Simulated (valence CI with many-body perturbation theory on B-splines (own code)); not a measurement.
## Ag XLII: what the settings do

Computed by valence CI with perturbative core correlation (CI+MBPT): four valence electrons over a frozen Dirac-Fock core [He], radial functions for each j: 6 s, 6 p, 5 d, 3 f, 1 g, with the one-electron correlation potential Σ1 (screened to all orders), the two-electron term Σ2, the three-electron term Σ3, Breit, model QED; selected single and double excitations, second order for the rest, scaled by the run's own slope (own B-spline code, finite nucleus).

The last digits are not significant, and no measured levels were compared; by estimate large intervals hold to a few tenths of a per cent, small ones and those within an open d or f shell to about a per cent.

The reference run has the lowest level (2s^2 2p1/2^2) J=0 and an ionisation energy of 6562.85 eV. Its largest variational space holds 10000 state functions.

Levels are named by their leading jj configuration (3d3/2^4 stands for four electrons in 3d with j = 3/2), which in mixed levels can hold well under half, so a name can repeat and another be missing. Letters in brackets count levels of one name in rising energy.

| Level | Reference (cm⁻¹) | Shift (cm⁻¹) |
| --- | --- | --- |
| (2s^2 2p1/2 2p3/2) J=1 | 1414510 | -335 |
| (2s^2 2p1/2 2p3/2) J=2 | 1526620 | -371 |
| (2s 2p1/2^2 2p3/2) J=2 | 2631000 | +2374 |
| (2s^2 2p3/2^2) J=2 | 3022610 | -888 |
| (2s 2p1/2^2 2p3/2) J=1 | 3059440 | +3888 |
| (2s^2 2p3/2^2) J=0 | 3293990 | -1189 |
| (2s 2p1/2 2p3/2^2) J=2 [a] | 3974170 | +1889 |
| (2s 2p1/2 2p3/2^2) J=3 | 4211500 | +2219 |
| (2s 2p1/2 2p3/2^2) J=0 | 4455900 | +1958 |
| (2s 2p1/2 2p3/2^2) J=1 [a] | 4549720 | +3747 |
| (2s 2p1/2 2p3/2^2) J=2 [b] | 4630520 | +3939 |
| (2s 2p1/2 2p3/2^2) J=1 [b] | 4668110 | +3832 |

The ionisation energy moves by -0.25 eV.

Which of these changes was made?
A. scale of Σ1 1 → 0; scale of Σ2 1 → 0; three-electron term on → off
B. size limit of the variational space 10000 → 1500; Breit term on → off; second order for the rest on → off
C. size limit of the variational space 10000 → 1500; second order for the rest on → off

A. scale of Σ1 1 → 0; scale of Σ2 1 → 0; three-electron term on → off.
